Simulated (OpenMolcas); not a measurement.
# Os6+ in a point-charge field

Os6+ among 6 point charges of -1.1 e arranged as a tetragonal octahedron (D4h), 1.92 Å from the ion, with the axial distance 2.093 Å.
```
   1.9200    0.0000    0.0000  -1.10
   0.0000    1.9200    0.0000  -1.10
  -1.9200    0.0000    0.0000  -1.10
   0.0000   -1.9200    0.0000  -1.10
   0.0000    0.0000    2.0928  -1.10
   0.0000    0.0000   -2.0928  -1.10
```

```json
{
 "Program": "OpenMolcas",
 "Method": "SS-CASPT2, IPEA 0.25 Eh, imaginary shift 0.1 Eh (closed shells correlated: 5s 5p)",
 "Basis": "ANO-RCC-VDZP [7s6p4d2f1g]",
 "Scalar Hamiltonian": "DKH2, point nucleus",
 "Active space": "2 electrons in 5 orbitals (5d)",
 "State averaging": "2S+1 = 3 even, 10 roots; 2S+1 = 1 even, 15 roots",
 "Spin-orbit coupling": "state interaction with AMFI integrals over the reference wave functions"
}
```

The lowest spin-free states (labels of D4, the rotations of D4h), above the lowest:

```
State  Degeneracy  E (cm-1)  Free-ion L (%)
  3A2           1         0          F (97)
   3E           2       900         F (100)
  3B2           1      4440         F (100)
   3E           2      5140          F (98)
  3B1           1     10030         F (100)
  1B2           1     11440          D (87)
  1B1           1     12470          D (71)
   1E           2     12880          D (88)
  1A1           1     14250          D (74)
   3E           2     15510          P (98)
  3A2           1     19130          P (97)
  1B2           1     19660          G (87)
   1E           2     19710          G (97)
  1A1           1     21070          G (89)
   1E           2     22340          G (92)
  1B1           1     24700          G (71)
  1A2           1     25570         G (100)
  1A1           1     26440          G (81)
  1A1           1     48260          S (96)
```

The lowest levels with spin-orbit coupling:

```csv
E (cm-1),Degeneracy,Label,2S+1,g
0,1,A1,3,
600,1,B1,3 (89 %),
1120,2,E,3 (88 %),0.00 0.00 1.84
1830,1,B2,3 (85 %),
11570,1,A2,3,
11700,2,E,3,0.00 0.00 0.27
12610,1,B2,3,
13410,2,E,3,0.00 0.00 4.13
13990,1,B1,3,
16560,1,A1,3 (88 %),
19600,1,A1,3 (88 %),
19790,2,E,3 (84 %),0.00 0.00 0.91
20010,1,B1,3 (63 %),
21100,1,A2,3,
21720,1,B2,3 (54 %),
22010,1,A1,3 (77 %),
22070,1,B1,3 (73 %),
22320,2,E,3 (59 %),0.00 0.00 1.63
23200,1,A1,3 (56 %),
23840,2,E,3 (70 %),0.00 0.00 5.83
```

Powder χT (cm3 K/mol): 0 at 2 K, 0.00354 at 10 K, 0.0177 at 50 K, 0.0354 at 100 K, 0.0711 at 200 K, 0.108 at 300 K. The effective moment at 300 K is 2.828 √(χT) = 0.93 μB.

The lowest level has 2S+1 = 3, for which the spin-only value is χT = S(S+1) / 2 = 1.000 cm3 K/mol (g = 2). The computed 0.108 at 300 K differs by -0.892, through orbital momentum, spin-orbit coupling and any other state in reach.

Spin-orbit coupling mixes the spin-free states strongly: the lowest level takes only 43 % from its leading state, 3A2. Free-ion shares, where given, are those of the reference states; single-state CASPT2 does not remix them. Point charges carry no covalency, so the field is a model and not that of real ligands. No measured value stands beside these numbers.

The CASPT2 steps took 2.4 s on 1 thread of Arm Neoverse V2, with other jobs on the host; the integral step is not counted.

With an even number of electrons the g values are those of a degenerate or nearly degenerate non-Kramers pair.
